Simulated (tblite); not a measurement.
Compound: C₃H₇ClOSi₂.
Geometry (GFN2-xTB, Å), atoms numbered from 1 in this order:
```xyz
14
C3H7ClOSi2 angstrom
C      1.725    1.198    0.805
C      1.901    0.196   -0.044
Si     0.543   -0.499   -1.157
Cl     1.334   -2.181   -2.017
Si    -1.380   -1.102   -0.003
C     -2.163    0.533    0.630
O     -1.626    1.606    0.510
H      0.772    1.690    0.911
H      2.523    1.578    1.424
H      2.883   -0.259   -0.113
H      0.307    0.426   -2.273
H     -2.459   -1.759   -0.755
H     -1.209   -1.907    1.216
H     -3.150    0.480    1.135
```

Computed with GFN2-xTB (tblite): harmonic, unscaled wavenumbers at the GFN2-xTB geometry, gas phase. The method is semi-empirical: single wavenumbers can be off by several per cent or more. Modes of hydrogen on silicon can be 10 to 20 % off. One conformer, not necessarily the lowest.

Harmonic wavenumbers (cm⁻¹): 34.1, 42.1, 70.7, 84.9, 100.4, 123.3, 160.6, 311.4, 338.3, 364.3, 416.9, 476.6, 500.9, 519.1, 588.8, 631.2, 641.1, 710.7, 731.3, 776.6, 793.3, 925.9, 1013.2, 1026.6, 1266.4, 1354.3, 1416.3, 1655.6, 1738.5, 2175.0, 2195.6, 2209.5, 2707.5, 3017.8, 3079.3, 3118.1.

A = 1962, B = 966.7, C = 703.5 MHz; mass 149.972 u (most abundant isotopes); point group C1, symmetry number 1.

Q: What is the zero-point energy?

A: ½Σν̃ = 18658 cm⁻¹ = 53.35 kcal/mol.

Q: Entropy at 200 K, 1 bar (ideal gas, RRHO, classical rotation)?

A: Translation 38.97, rotation 28.68, vibration 26.09: S = 93.7 cal/(mol K).

Q: And Cp and H(200 K) − H(0)?

A: Cp = 31.03 cal/(mol K), of which vibrations give 23.08 (their classical limit is 36 R = 71.5); H(200 K) − H(0) = 4.18 kcal/mol without the zero-point energy, 2.59 from vibrations.

Q: Blend soft modes into free rotors: weight 1/[1 + (100 cm⁻¹/ν̃)⁴] for the oscillator and the rest for a rotor with moment μB/(μ + B), μ = h/(8π²ν), B = 10⁻⁴⁴ kg m². What vibrational entropy results?

A: 23.06 cal/(mol K) in place of 26.09, which changes −T·S at 200 K by +0.61 kcal/mol.

Q: How do the functions run with temperature in this model?

A: 
| T (K) | S (cal/(mol K)) | Cp (cal/(mol K)) | H − H(0) (kcal/mol) | G − H(0) (kcal/mol) | ln q(vib) |
| --- | --- | --- | --- | --- | --- |
| 100 | 75.9 | 21.5 | 1.55 | -6.04 | 3.12 |
| 300 | 107.9 | 39.3 | 7.71 | -24.67 | 9.72 |
| 500 | 130.9 | 50.5 | 16.79 | -48.65 | 15.26 |
| 800 | 157.0 | 60.5 | 33.58 | -92.03 | 22.30 |
| 1000 | 171.0 | 64.9 | 46.15 | -124.87 | 26.36 |

q(vib) and H(0) count from the zero-point level.

Q: What must be added to the electronic energy to get the Gibbs energy at 200 K and 1 bar?

A: ZPE + [H(200 K) − H(0)] − T·S = 53.35 + 4.18 − 18.75 = 38.78 kcal/mol.

Q: Which modes carry the vibrational entropy at 200 K?

A: 34.1 cm⁻¹: 4.78; 42.1 cm⁻¹: 4.37; 70.7 cm⁻¹: 3.35; 84.9 cm⁻¹: 3.00; 100.4 cm⁻¹: 2.68; 123.3 cm⁻¹: 2.29 cal/(mol K); the other 30 give 5.62 together.

Hindered rotation and anharmonicity are outside this model. Other conformers, if any are populated, would add a mixing term that is left out. The structure is chiral; the term R ln 2 for an equal mix with its mirror image is left out.

Time: 1.0 s of wall time. Hardware: Arm Neoverse N1, one thread, on a shared host. This covers the Hessian and the dipole derivatives.
